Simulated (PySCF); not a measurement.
C2H6BFN2, SMILES NB(F)/C=N/C.

Geometry: B3LYP-D3(BJ)/def2-SVP. The structure was generated by enumeration; whether it is a known compound was not checked. The values are those of a single conformer.

Level of theory: TDA-PBE/def2-SVPD (PySCF).

Vertical excitations. Gas-phase values at a fixed geometry. State labels are in the subgroup Cs.

Computed lowest excited states:
```tsv
state	symmetry	energy (eV)	λ (nm)	f	main pairs
S1	A"	3.96	313	0.002	HOMO→LUMO 99 %
S2	A'	5.25	236	0.098	HOMO−1→LUMO 85 %
S3	A'	5.76	215	0.002	HOMO→LUMO+1 95 %
S4	A"	6.18	200	0.000	HOMO−3→LUMO 99 %
S5	A'	6.38	194	0.039	HOMO→LUMO+2 98 %
S6	A"	6.75	184	0.021	HOMO−1→LUMO+1 99 %
S7	A'	6.91	179	0.251	HOMO−2→LUMO 59 %, HOMO→LUMO+3 15 %
S8	A'	6.99	177	0.091	HOMO→LUMO+3 79 %
S9	A"	7.31	170	0.001	HOMO−1→LUMO+2 99 %
S10	A'	7.38	168	0.149	HOMO→LUMO+4 84 %
T1	A"	3.18	390	0	HOMO→LUMO 100 %
T2	A'	4.08	304	0	HOMO−1→LUMO 88 %
T3	A'	4.95	251	0	HOMO−2→LUMO 87 %
T4	A'	5.65	220	0	HOMO→LUMO+1 99 %
```
Triplets are in the Tamm–Dancoff approximation.
